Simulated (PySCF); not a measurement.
**²⁹Si chemical shifts**

PySCF 2.14 calculation with geometry from PBE0-D3(BJ)/def2-SVP and PBE0/pcSseg-1 with gauge-including orbitals; no solvent, one averaged value for each set of equivalent atoms, non-relativistic, single conformer.

Shieldings were converted by a linear fit to measured shifts: ²⁹Si (scatter 9.7 ppm rms, 23.7 ppm with the 5 outliers that the fit left out vs TMS, solution or neat liquid). Occasional misses reach two or three times the rms, and more in compound classes unlike the fitted ones.

Give the ²⁹Si shifts of `O=Cc1cccc2c1C=C[SiH2]2`, `C=Cc1cccc(F)c1O[SiH3]`, `COCC(C)(C)[SiH2]N`, `CC(C)O[SiH2]N(C)C`.

## Answers


```tsv
compound	environment	δ (ppm)
O=Cc1cccc2c1C=C[SiH2]2	silicon bonded to 2 C, 2 H, in a 5-membered ring	-47.6
C=Cc1cccc(F)c1O[SiH3]	silicon bonded to O, 3 H	-35.7
COCC(C)(C)[SiH2]N	silicon bonded to C, N, 2 H	-28.0
CC(C)O[SiH2]N(C)C	silicon bonded to N, O, 2 H	-32.2
```
